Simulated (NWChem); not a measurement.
System: octafluoropropane (C₃F₈); SMILES FC(F)(F)C(F)(F)C(F)(F)F

```xyz
11

F     -1.3772    -1.1006     1.0073
C     -1.3168    -0.0047     0.2343
F     -1.3801     1.0851     1.0152
F     -2.3645    -0.0032    -0.6025
C      0.0000     0.0000    -0.5984
F     -0.0039     1.1049    -1.3816
F      0.0039    -1.1049    -1.3816
C      1.3168     0.0047     0.2343
F      1.3801    -1.0851     1.0152
F      2.3645     0.0032    -0.6025
F      1.3772     1.1006     1.0073
```
Atoms are numbered in this order, from 1.

All runs: NWChem. All runs use the structure optimised with PBE-D3(BJ)/def2-SVP. No frequency run checked for a minimum. Level: PBE0/def2-SVP with SMD (1 M gas to 1 M solution), gas-phase geometry.

| solvent | dielectric constant | solvation free energy (kcal/mol) | cavity-dispersion-structure term (kcal/mol) | dipole in solution (D) |
|---|---|---|---|---|
| water | 78.4 | 5.2 | 6.5 | 0.10 |
| toluene | 2.37 | 1.2 | 1.9 | 0.10 |
| chloroform | 4.71 | 0.7 | 1.7 | 0.10 |
| diethyl ether | 4.24 | 0.5 | 1.5 | 0.10 |
| anisole | 4.22 | 1.7 | 2.6 | 0.10 |
| 2-propanol | 19.3 | 0.7 | 1.9 | 0.10 |
